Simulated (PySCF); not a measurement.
Start geometry of cyclo-(H2SnS)2, H4S2Sn2 from GFN2-xTB (Å):
```
atom  x, y, z in Å
Sn1   -1.1515   -0.1132    1.1928
H2    -1.1900   -1.3137    2.4159
H3    -2.4775    0.9568    1.3806
S4     0.9885    1.0372    1.0525
Sn5    1.1519    0.1127   -1.1931
H6     1.1847    1.3162   -2.4132
H7     2.4797   -0.9545   -1.3847
S8    -0.9858   -1.0416   -1.0509
```

Question: What comes out of this run: PySCF 2.14.0, PBE0-D3(BJ)/def2-SVP geometry optimisation, gas phase, def2 core potentials past Kr?

Answer: 
```
atom  x, y, z in Å
Sn1   -1.1118   -0.0787    1.1966
H2    -1.1207   -1.2901    2.4069
H3    -2.3984    1.0389    1.3634
S4     1.0581    1.0250    1.0496
Sn5    1.1121    0.0774   -1.1956
H6     1.1089    1.2950   -2.3997
H7     2.4044   -1.0311   -1.3766
S8    -1.0526   -1.0365   -1.0447
```

The energy falls by 0.017 eV over 5 energy and gradient evaluations, the largest force component goes from 0.0032 to 4.3e-04 Eh/bohr, and the atoms move by 0.052 Å rms after alignment. Among the bonds, Sn1–S4 and Sn5–S8 change most and about equally (+0.005 to +0.006 Å). Bonds longer at the end by more than 0.005 Å: 2 of 8; shorter: 0. Among the angles that change most is H2–Sn1–H3, from 110.0° to 112.9°. Rotational constants go from 2406, 723.4, 566.1 to 2324, 747.5, 576.1 MHz. The orientation of the end geometry is arbitrary; only internal coordinates are fixed.

The run used 108 basis functions and 32 SCF cycles in all. The run took 40 s wall on an Arm Neoverse V1 with one thread, on a shared host.

PBE0-D3(BJ)/def2-SVP frequencies: not computed here. One conformer, not necessarily the lowest.
